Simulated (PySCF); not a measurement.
C3H9FOSi, SMILES [SiH2](F)COCC. Atoms are numbered in the order given.

```xyz
15

C      3.0919    -0.5486    -0.1437
C      1.8290     0.1274    -0.6155
O      1.0360     0.4350     0.5026
C     -0.2289     0.9807     0.1851
Si    -1.4592    -0.4497     0.2456
F     -2.9202     0.0377    -0.2926
H      3.6377     0.1032     0.5541
H      3.7493    -0.7781    -0.9950
H      2.8563    -1.4874     0.3788
H      2.0684     1.0567    -1.1729
H      1.2781    -0.5298    -1.3188
H     -0.4798     1.7406     0.9444
H     -0.2250     1.5030    -0.7906
H     -0.9936    -1.5637    -0.6275
H     -1.6208    -0.9249     1.6467
```

Coordinates come from a PBE0-D3(BJ)/def2-SVP optimisation. This is a generated structure with no PubChem entry under its InChIKey; it may be hypothetical. Other conformers were not sampled.

The numbers are results of PBE0-D3(BJ)/def2-SVP run with PySCF, not measurements.

Frequencies are harmonic and unscaled.

### Question
List the normal modes with their intensities. (Estimate from the structure and the level; the computed values follow.)

### Answer

| mode | ν (cm⁻¹) | IR (km/mol) | moving atoms (share of kinetic energy) |
|---|---|---|---|
| 1 | 56 | 0.8 | C 36 %, F 27 %, H 22 %, Si 9 % |
| 2 | 59 | 3.2 | H 33 %, C 30 %, F 26 %, Si 9 % |
| 3 | 103 | 3.7 | H 36 %, O 23 %, Si 21 %, C 15 % |
| 4 | 161 | 11.5 | Si 25 %, C 21 %, O 20 %, H 17 %, F 16 % |
| 5 | 252 | 1.3 | H 58 %, C 17 %, F 15 % |
| 6 | 272 | 0.4 | H 37 %, O 24 %, F 19 %, C 11 %, Si 9 % |
| 7 | 291 | 5.0 | H 38 %, C 37 %, O 23 % |
| 8 | 472 | 9.4 | H 61 %, C 25 % |
| 9 | 493 | 5.4 | H 59 %, C 25 %, O 13 % |
| 10 | 731 | 14.8 | C 40 %, H 32 %, Si 24 % |
| 11 | 732 | 33.2 | H 76 %, Si 10 %, C 9 % |
| 12 | 822 | 2.3 | H 92 % |
| 13 | 849 | 46.5 | H 57 %, C 33 % |
| 14 | 860 | 19.3 | F 44 %, H 38 %, Si 16 % |
| 15 | 893 | 19.0 | H 51 %, C 28 %, O 15 % |
| 16 | 929 | 300.0 | H 67 %, Si 21 %, F 8 % |
| 17 | 964 | 111.3 | H 84 %, Si 13 % |
| 18 | 1059 | 15.8 | C 53 %, H 29 %, O 17 % |
| 19 | 1134 | 3.3 | C 48 %, H 48 % |
| 20 | 1173 | 58.7 | H 47 %, C 35 %, O 19 % |
| 21 | 1189 | 61.0 | H 46 %, C 34 %, O 21 % |
| 22 | 1280 | 59.5 | H 59 %, C 27 %, O 13 % |
| 23 | 1288 | 26.8 | H 72 %, C 18 %, O 9 % |
| 24 | 1296 | 1.7 | H 90 % |
| 25 | 1375 | 0.5 | H 80 %, C 20 % |
| 26 | 1427 | 22.5 | H 77 %, C 22 % |
| 27 | 1447 | 19.8 | H 83 %, C 16 % |
| 28 | 1452 | 8.1 | H 97 % |
| 29 | 1476 | 3.8 | H 93 % |
| 30 | 1509 | 6.3 | H 92 % |
| 31 | 2256 | 88.6 | H 97 % |
| 32 | 2268 | 125.4 | H 96 % |
| 33 | 2987 | 46.9 | H 95 % |
| 34 | 3027 | 56.2 | H 91 %, C 9 % |
| 35 | 3034 | 18.1 | H 94 % |
| 36 | 3067 | 11.6 | H 97 % |
| 37 | 3108 | 9.4 | H 91 %, C 9 % |
| 38 | 3168 | 14.6 | H 90 %, C 10 % |
| 39 | 3170 | 12.3 | H 90 %, C 10 % |
